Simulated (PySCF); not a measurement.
HO4S (SMILES O=S(=O)([O-])O), charge -1, singlet, at a GFN2-xTB geometry (in this run its highest filled SCF level lies above zero, so its values depend strongly on the basis, on diffuse functions most of all). Base run: PySCF with PBE0/STO-3G.

Input for PySCF:
```python
from pyscf import gto, scf, dft

mol = gto.M(
    atom='''
O     1.389920   -0.281761   -0.581483
S    -0.134456    0.024009    0.020263
O     0.121200   -0.014390    1.458586
O    -0.970632   -1.053488   -0.469618
O    -0.493940    1.335434   -0.483789
H     1.778901   -0.270498    0.286219
''',
    basis='sto-3g',
    charge=-1,
    spin=0,
    verbose=4,
)

mf = dft.RKS(mol)
mf.xc = 'pbe0'
mf.kernel()
mo_i, mo_e, stable_i, stable_e = mf.stability(internal=True, external=True, return_status=True, nroots=6, tol=1e-6)
print('internally stable:', stable_i, ' externally stable:', stable_e)
if not stable_e:
    umf = mf.to_uhf() if not hasattr(mf, 'xc') else mf.to_uks()
    umf.scf_summary = {}
    umf.kernel(umf.make_rdm1(mo_e, umf.mo_occ))
```

The bond that is stretched is that between atoms 3 and 2. A test that says stable can miss a lower solution.

The base run was repeated with changes; each row names its change, and settings that it needs were set with it.

```json
[
 {"change": "base", "ΔE vs base (eV)": "0.00", "<S^2>": "0.000", "HOMO-LUMO gap (eV)": "9.14", "stability test says": "stable", "outcome": "converged"},
 {"change": "bond × 1.25", "ΔE vs base (eV)": "-0.49", "<S^2>": "0.000", "HOMO-LUMO gap (eV)": "6.58", "stability test says": "stable", "outcome": "converged"},
 {"change": "bond × 1.5", "ΔE vs base (eV)": "0.83", "<S^2>": "0.000", "HOMO-LUMO gap (eV)": "4.02", "stability test says": "external instability", "outcome": "converged"},
 {"change": "bond × 1.8", "ΔE vs base (eV)": "-", "<S^2>": "-", "HOMO-LUMO gap (eV)": "-", "stability test says": "-", "outcome": "not converged"},
 {"change": "bond × 2.2", "ΔE vs base (eV)": "-", "<S^2>": "-", "HOMO-LUMO gap (eV)": "-", "stability test says": "-", "outcome": "not converged"},
 {"change": "bond × 3.0", "ΔE vs base (eV)": "-", "<S^2>": "-", "HOMO-LUMO gap (eV)": "-", "stability test says": "-", "outcome": "not converged"}
]
```

Where a bond breaks into two radicals, a solution with restricted orbitals usually stops being the lowest and lies too high; an unrestricted one lies lower at the price of spin contamination, which <S^2> shows.
